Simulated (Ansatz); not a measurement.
WO₃, relaxed as a singlet with RKS PBE-D4/def2-TZVP in Ansatz, starting from the GFN2-xTB geometry. Force threshold 0.02 eV/Å.

In the def2 sets W takes a core potential; there is no spin–orbit coupling. The restricted singlet is unstable towards broken spin symmetry in Hartree–Fock (as tested in another run); at PBE-D4/def2-TZVP this wasn't settled.

Start:

```xyz
4

W    -0.179    0.081   -0.160
O     1.201    0.009   -1.208
O    -0.838   -1.441    0.347
O    -0.184    1.351    1.020
```

| step | energy (eV) | largest force component (eV/Å) | SCF passes |
| --- | --- | --- | --- |
| 1 | -7966.9112 | 2.507 | 21 |
| 2 | -7967.3047 | 1.545 | 29 |
| 3 | -7967.3926 | 1.415 | 33 |
| 4 | -7967.4180 | 0.123 | 26 |
| 5 | -7967.4184 | 0.003 | 21 |

Force components are those of the run's own axes.

End:

Cartesian coordinates in Å:
```
W -0.354 0.159 -0.316
O 1.194 -0.019 -1.083
O -0.729 -1.386 0.382
O -0.112 1.246 1.017
```

By distances, no bond broke or formed. The bond that changes most is W1–O4, from 1.73 to 1.74 Å (atoms count from 1).

No frequencies were taken in this run, so the end may be a saddle point.

It took 7 s on 4 threads of Arm Neoverse N1 on a shared host.
